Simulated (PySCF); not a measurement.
C4H8ClF, SMILES CCC[C@@H](F)Cl. Atoms are numbered in the order given.

```xyz
14

C     -3.1265    -0.2531     0.1939
C     -1.7088    -0.8197     0.1513
C     -0.6390     0.2753     0.1815
C      0.7664    -0.2820     0.1235
F      0.9466    -0.9956    -1.0257
Cl     1.9904     1.0455     0.1807
H     -3.3154     0.4101    -0.6661
H     -3.2953     0.3370     1.1098
H     -3.8797    -1.0557     0.1691
H     -1.5702    -1.4258    -0.7587
H     -1.5546    -1.5049     1.0043
H     -0.7285     0.8812     1.0976
H     -0.7643     0.9634    -0.6711
H      0.9987    -0.9418     0.9735
```

Geometry: B3LYP-D3(BJ)/def2-SVP. The structure was generated by enumeration; whether it is a known compound was not checked. One conformer was computed; it need not be the lowest.

Computed with TDA-LC-ωPBE/def2-SVPD (PySCF).

Vertical excitations. Isolated molecule, no solvent.

| state | energy (eV) | λ (nm) | f | main pairs |
|---|---|---|---|---|
| S1 | 7.60 | 163 | 0.000 | HOMO→LUMO+1 38 %, HOMO→LUMO 32 %, HOMO→LUMO+7 6 %, HOMO→LUMO+6 6 % |
| S2 | 7.94 | 156 | 0.002 | HOMO−1→LUMO+1 38 %, HOMO−1→LUMO 31 %, HOMO−1→LUMO+6 6 %, HOMO−1→LUMO+7 6 % |
| S3 | 9.26 | 134 | 0.051 | HOMO→LUMO+2 43 %, HOMO→LUMO+3 15 %, HOMO→LUMO 14 %, HOMO→LUMO+1 12 % |
| S4 | 9.63 | 129 | 0.058 | HOMO−1→LUMO+2 35 %, HOMO−1→LUMO+3 21 %, HOMO−1→LUMO+1 14 %, HOMO−1→LUMO 11 % |
| S5 | 9.77 | 127 | 0.056 | HOMO−2→LUMO 26 %, HOMO−3→LUMO 13 %, HOMO−5→LUMO 10 %, HOMO−5→LUMO+1 8 % |
| S6 | 9.83 | 126 | 0.033 | HOMO−2→LUMO 38 %, HOMO−2→LUMO+1 18 %, HOMO−3→LUMO 10 % |
| S7 | 9.90 | 125 | 0.121 | HOMO−4→LUMO 19 %, HOMO−4→LUMO+1 14 %, HOMO→LUMO+4 9 %, HOMO−3→LUMO 6 % |
| S8 | 10.03 | 124 | 0.057 | HOMO→LUMO+3 20 %, HOMO−3→LUMO 18 %, HOMO→LUMO 12 %, HOMO→LUMO+7 12 % |
| S9 | 10.14 | 122 | 0.116 | HOMO−3→LUMO+1 24 %, HOMO→LUMO+1 9 %, HOMO−5→LUMO 8 %, HOMO→LUMO+2 8 % |
| S10 | 10.27 | 121 | 0.009 | HOMO→LUMO+4 42 %, HOMO→LUMO+6 10 %, HOMO→LUMO+7 7 % |
| T1 | 6.74 | 184 | 0 | HOMO→LUMO+1 35 %, HOMO→LUMO 29 %, HOMO→LUMO+7 8 %, HOMO→LUMO+6 8 % |
| T2 | 7.02 | 177 | 0 | HOMO−1→LUMO+1 35 %, HOMO−1→LUMO 28 %, HOMO−1→LUMO+7 9 %, HOMO−1→LUMO+6 7 % |
| T3 | 8.33 | 149 | 0 | HOMO−3→LUMO+1 15 %, HOMO−3→LUMO 14 %, HOMO−4→LUMO+1 8 %, HOMO−4→LUMO 7 % |
| T4 | 8.97 | 138 | 0 | HOMO→LUMO+2 41 %, HOMO→LUMO+3 13 %, HOMO→LUMO 12 %, HOMO→LUMO+1 9 % |
Triplets are in the Tamm–Dancoff approximation.
